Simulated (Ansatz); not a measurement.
A calculation with Ansatz (development build ahead of 0.2.0).

```yaml
crystal:
  periodic: [false, false, false]
  atoms:
    - { symbol: Be, position_ang: [0.29201, -0.27575, -2.40296] }
    - { symbol: Be, position_ang: [-0.26823, -0.2065, 0.29649] }
    - { symbol: Be, position_ang: [-0.37855, 0.12601, 1.99187] }
basis:
  gaussian: { orbitals: "6-31G" }
hamiltonian:
  xc: hf
output:
  forces: true
```

The input is written out in the form of the current development build from the run's settings.

Output:

```
Converged    : yes
Total energy : -43.61900 hartree
```

Forces (eV/Å):
| atom | Fx | Fy | Fz |
| --- | --- | --- | --- |
| Be1 | -0.009 | 0.021 | 0.116 |
| Be2 | 0.420 | -1.358 | -6.791 |
| Be3 | -0.411 | 1.338 | 6.675 |

Caution: stretched shape with no unrestricted run beside it, a lower state can exist.
